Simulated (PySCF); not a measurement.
**V²⁺ (vanadium, charge +2) across methods**

[Ar] 3d2 4p1, one real determinant (an excited configuration). All numbers are calculated (PySCF 2.14, the spin-free X2C one-electron Hamiltonian (Gaussian nucleus), in x2c-TZVPPall with one added diffuse shell each of s, p, d, f type (7s6p5d3f1g, 80 functions)).

```json
{"method": "PBE", "E (hartree)": "-947.749", "mean ε 3p β (eV)": "-66.430", "mean ε 3d α (eV)": "-29.074", "mean ε 4p α (eV)": "-16.071", "Σ⟨r²⟩ (bohr²)": "24.14", "⟨S²⟩": "3.750"}
{"method": "PBE0", "E (hartree)": "-947.789", "mean ε 3p β (eV)": "-69.315", "mean ε 3d α (eV)": "-31.481", "mean ε 4p α (eV)": "-16.677", "Σ⟨r²⟩ (bohr²)": "24.23", "⟨S²⟩": "3.751"}
{"method": "TPSSh", "E (hartree)": "-948.012", "mean ε 3p β (eV)": "-67.819", "mean ε 3d α (eV)": "-30.272", "mean ε 4p α (eV)": "-16.233", "Σ⟨r²⟩ (bohr²)": "24.20", "⟨S²⟩": "3.751"}
{"method": "LDA", "E (hartree)": "-945.743", "mean ε 3p β (eV)": "-66.490", "mean ε 3d α (eV)": "-29.019", "mean ε 4p α (eV)": "-16.083", "Σ⟨r²⟩ (bohr²)": "24.04", "⟨S²⟩": "3.750"}
{"method": "M06-L", "E (hartree)": "-947.925", "mean ε 3p β (eV)": "-67.384", "mean ε 3d α (eV)": "-29.184", "mean ε 4p α (eV)": "-15.865", "Σ⟨r²⟩ (bohr²)": "24.07", "⟨S²⟩": "3.751"}
{"method": "LC-wPBE", "E (hartree)": "-947.811", "mean ε 3p β (eV)": "-71.984", "mean ε 3d α (eV)": "-34.237", "mean ε 4p α (eV)": "-18.697", "Σ⟨r²⟩ (bohr²)": "24.17", "⟨S²⟩": "3.750"}
{"method": "UHF", "E (hartree)": "-947.04950", "mean ε 3p β (eV)": "-76.530", "mean ε 3d α (eV)": "-38.044", "mean ε 4p α (eV)": "-18.042", "Σ⟨r²⟩ (bohr²)": "24.86", "⟨S²⟩": "3.753"}
```

Task: Estimate the same row for r2SCAN.

Result: E (hartree) = -947.951; mean ε 3p β (eV) = -67.316; mean ε 3d α (eV) = -29.690; mean ε 4p α (eV) = -16.086; Σ⟨r²⟩ (bohr²) = 24.16; ⟨S²⟩ = 3.751.

⟨L²⟩ = 13.98 against 20 for a pure G term, so this real determinant mixes terms.
